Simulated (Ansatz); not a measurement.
Cost and result for the atomization energy of `[F][Al]([SiH3])[SH]` (8 atoms, 7 bonds).

Charge 0, multiplicity 1. The structure was optimised at the PBE0-D4/def2-TZVP level. It is one conformer, not always the lowest. Program: Ansatz. All runs use 2 threads of an AMD EPYC 9R45 on a shared host. Times are those of one run each, without the atoms' runs, and a repeat can differ threefold. Electronic energies, without spin–orbit coupling; frozen cores. CCSD(T)/CBS adds CCSD(T) − MP2 in def2-TZVPP to the MP2 limit, and its time is that of the two runs behind it. T1 = 0.013. B3LYP takes the VWN-RPA correlation (the form of Gaussian; ORCA's B3LYP/G).

CCSD(T)/CBS is a level of theory with its own doubt, some kJ/mol a heavy atom from the limit and from the frozen cores, so smaller differences don't rank the functionals.

```json
{"level": "revPBE-D4/def2-TZVPP", "functions": "213", "wall time": "1.1 s"}
{"level": "BLYP-D4/def2-TZVPP", "functions": "213", "wall time": "1.1 s"}
{"level": "CCSD(T)/def2-SVP", "functions": "88", "wall time": "1.1 s"}
{"level": "BHLYP-D4/def2-TZVPP", "functions": "213", "wall time": "1.6 s"}
{"level": "B3LYP-D4/def2-TZVPP (with forces)", "functions": "213", "wall time": "2.4 s"}
{"level": "r2SCANh-D4/def2-TZVPP", "functions": "213", "wall time": "2.5 s"}
{"level": "B2PLYP/def2-TZVPP", "functions": "213", "wall time": "2.6 s"}
{"level": "PBE-QIDH/def2-TZVPP", "functions": "213", "wall time": "2.7 s"}
{"level": "ωB97X-V/def2-TZVPP", "functions": "213", "wall time": "4.1 s"}
{"level": "ωB97M-V/def2-TZVPP (with forces)", "functions": "213", "wall time": "6 s"}
{"level": "MP2/def2-QZVPP", "functions": "387", "wall time": "8 s"}
{"level": "CCSD(T)/def2-TZVPP", "functions": "213", "wall time": "26 s"}
{"level": "CCSD(T)/CBS(def2)", "functions": "–", "wall time": "34 s"}
```

Problem. What atomization energy does each give, and how far from CCSD(T)/CBS? (Best estimate.)

Solution. Ansatz gave: 
```csv
level,atomization (kJ/mol),difference from CCSD(T)/CBS,per bond
revPBE-D4/def2-TZVPP,2434.8,-72.6,-10.4
BLYP-D4/def2-TZVPP,2459.8,-47.6,-6.8
CCSD(T)/def2-SVP,2317.9,-189.5,-27.1
BHLYP-D4/def2-TZVPP,2429.3,-78.1,-11.2
B3LYP-D4/def2-TZVPP (with forces),2475.1,-32.3,-4.6
r2SCANh-D4/def2-TZVPP,2488.7,-18.7,-2.7
B2PLYP/def2-TZVPP,2453.3,-54.1,-7.7
PBE-QIDH/def2-TZVPP,2460.0,-47.4,-6.8
ωB97X-V/def2-TZVPP,2515.0,7.6,1.1
ωB97M-V/def2-TZVPP (with forces),2496.9,-10.5,-1.5
MP2/def2-QZVPP,2502.0,-5.4,-0.8
CCSD(T)/def2-TZVPP,2432.3,-75.1,-10.7
CCSD(T)/CBS(def2),2507.4,0.0,0.0
```

In def2-TZVPP, CCSD(T) changes the Hartree–Fock value by +557.8 kJ/mol (the triples alone add +31.9 kJ/mol) and MP2 by +582.3 kJ/mol; breaking electron pairs costs correlation energy, which Hartree–Fock lacks. From BLYP to BHLYP (50 % exact exchange), in def2-TZVPP and without D4, the atomization energy moves by −19.8 kJ/mol: exact exchange takes away binding that semilocal exchange gives to molecules. At CCSD(T), def2-SVP lies −189.5 kJ/mol from the extrapolated value and def2-TZVPP −75.0 kJ/mol: correlation converges slowly with the basis, and small sets miss more of it in the bonded molecule than in its fragments.
